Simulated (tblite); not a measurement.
Compound: C6H8N (doublet state).
SMILES with atom numbers: `[CH2:1][CH2:2][n:3]1[cH:4][cH:5][cH:6][cH:7]1` (hydrogens: H8, H9 on C1; H10, H11 on C2; H12 on C4; H13 on C5; H14 on C6; H15 on C7)

Geometry (GFN2-xTB, Å), atoms numbered from 1 in this order:
```xyz
15
C6H8N angstrom
C     -2.2605   -0.1138   -0.5261
C     -1.3690    0.4979    0.4797
N      0.0155    0.1811    0.2550
C      0.8493    0.8536   -0.5810
C      2.0617    0.2202   -0.5920
C      1.9541   -0.8900    0.2671
C      0.6807   -0.8864    0.7677
H     -1.8941   -0.8864   -1.1710
H     -3.2846    0.1934   -0.5936
H     -1.4912    1.5918    0.4814
H     -1.6394    0.1609    1.4965
H      0.5193    1.7328   -1.0994
H      2.9289    0.5163   -1.1484
H      2.7224   -1.6039    0.4897
H      0.2025   -1.5595    1.4527
```

Computed with GFN2-xTB (tblite): harmonic, unscaled wavenumbers at the GFN2-xTB geometry, gas phase. This tight-binding method is rough: wavenumbers can miss measured ones by several per cent, in bad cases by 10 to 20. One conformer, not necessarily the lowest. Open shells enter through the occupations alone, without spin polarisation, and single modes of such species can be off by tens of per cent. The optimisation stopped once no atom felt more than 0.01 eV/Å.

Lowest wavenumbers of the output (negative numbers stand for imaginary wavenumbers):
```
mode    cm-1
  1     -26.0
  2      92.5
  3     130.9
  4     325.1
  5     385.1
  6     413.3
  7     583.9
  8     586.2
  9     655.9
 10     756.1
 11     771.0
 12     815.7
 13     837.3
 14     841.2
 15     875.6
```

Q: Is this structure a minimum?

A: Not by this Hessian. 1 mode is imaginary beyond 20i (26i cm⁻¹), so at this level the point lies at or near a first-order saddle. The curvature is small, so loose convergence or finite differences may be the whole cause.

Q: Which atoms move in the imaginary mode?

A: 26i: C1 (carbon bonded to C and 2 H) 26 %, H9 (hydrogen on carbon) 13 %. These are shares of the mass-weighted motion.

Q: What is the remedy?

A: Step along that mode in both directions, optimise again with tighter thresholds and repeat the frequencies. The zero-point energy of this point (75.4 kcal/mol) counts the 38 real modes alone, and thermal corrections from it aren't those of a minimum.

The run took 0.31 s on Arm Neoverse V2, one thread, shared host. The figure is for the frequency step alone.
